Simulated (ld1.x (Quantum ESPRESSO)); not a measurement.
## Reading a pseudo-wave (molybdenum)

Columns: radius, all-electron u(r) and pseudo u(r) of the 5s shell (level -3.45 eV) of molybdenum in the configuration [Ar] 3d10 4s2 4p6 4d6 5s0 5p0; PBE, scalar-relativistic, PAW scheme, ld1.x (Quantum ESPRESSO) 7.5.

| r (bohr) | all-electron | pseudo |
| --- | --- | --- |
| 0.128 | -0.0855 | -0.1301 |
| 0.255 | 0.1226 | -0.2436 |
| 0.382 | 0.1284 | -0.3289 |
| 0.510 | -0.0135 | -0.3783 |
| 0.638 | -0.1550 | -0.3886 |
| 0.765 | -0.2348 | -0.3631 |
| 0.893 | -0.2490 | -0.3084 |
| 1.020 | -0.2117 | -0.2337 |
| 1.148 | -0.1412 | -0.1464 |
| 1.275 | -0.0544 | -0.0545 |
| 1.402 | 0.0375 | 0.0379 |
| 1.530 | 0.1278 | 0.1278 |
| 1.658 | 0.2112 | 0.2112 |
| 1.785 | 0.2851 | 0.2851 |
| 1.912 | 0.3492 | 0.3492 |
| 2.040 | 0.4038 | 0.4038 |
| 2.168 | 0.4490 | 0.4490 |
| 2.295 | 0.4851 | 0.4851 |
| 2.422 | 0.5135 | 0.5135 |
| 2.550 | 0.5350 | 0.5350 |
| 2.678 | 0.5503 | 0.5503 |
| 2.805 | 0.5601 | 0.5601 |
| 2.932 | 0.5653 | 0.5653 |
| 3.060 | 0.5664 | 0.5664 |
| 3.188 | 0.5640 | 0.5640 |
| 3.315 | 0.5588 | 0.5588 |

Question: How many radial nodes do the two functions have?

Answer: The all-electron 5s function has n − l − 1 = 4 (the table is too coarse to show those close to the nucleus); the pseudo-wave has 1, since 1 lower shell of the same l stays in the valence.

Question: At about which radius was the pseudo-wave matched?

Answer: 1.60 bohr. The columns agree to 0.0005 from 1.27 bohr on; several derivatives are matched, so the curves merge somewhat inside the radius.

Question: Is the pseudo-wave norm-conserving?

Answer: No, it belongs to a PAW set: the norm inside the radius is not constrained, and the difference is carried by the augmentation charge.
